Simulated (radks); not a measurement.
Task: Pt+, configuration [Xe] 4f14 5d8 7d1 (not the ground configuration). All-electron calculation, scalar-relativistic Kohn-Sham, PBE, spin-polarised, spherical densities, finite nucleus; open shells are filled with parallel spins first (spin-orbit coupling, left out, can overturn this in heavy ions); Fermi nuclear charge, rms radius 5.427 fm. Program: a radial shooting solver on a logarithmic mesh with Libxc functionals. Some entries of the table are withheld. Estimate them.

orbital  occ.  eigenvalue (eV)  <1/r> (bohr^-1)  r(max) (bohr)
1s down     1        -78414.61            93.91        0.01062
1s up       1        -78414.61            93.91        0.01062
2s up       1        -13791.20            22.01        0.06123
2s down     1        -13791.07            22.01        0.06123
2p up       3        -11958.29            19.66        0.05059
2p down     3        -11958.18            19.66        0.05059
3s up       1        -3253.244            8.160         0.1726
3s down     1        -3253.194            8.161         0.1726
3p up       3        -2719.177            7.465         0.1717
3p down     3        -2719.120            7.465         0.1717
3d up       5        -2139.010            7.031         0.1398
3d down     5        -2138.910            7.031         0.1398
4s up       1        -713.1764            3.491         0.3899
4s down     1        -713.0434            3.491         0.3899
4p up       3        -537.9534            3.157         0.4100
4p down     3        -537.8307            3.157         0.4100
4d up       5        -324.8553            2.826         0.4181
4d down     5        -324.7130            2.826         0.4182
5s up       1        -120.0943            1.416         0.8698
5s down     1        -119.1214            1.421         0.8682
4f up       7         -88.1235              (1)         0.3850
4f down     7         -87.9080              (2)         0.3850
5p up       3         -74.3641            1.201         0.9785
5p down     3         -73.1461            1.205         0.9760
5d up       5         -23.4926           0.8387          1.246
5d down     3         -22.1142           0.8363          1.243
7d up       1          -2.7077           0.1206          11.41

Result: 
(1) 4f up <1/r> (bohr^-1): 2.389
(2) 4f down <1/r> (bohr^-1): 2.391
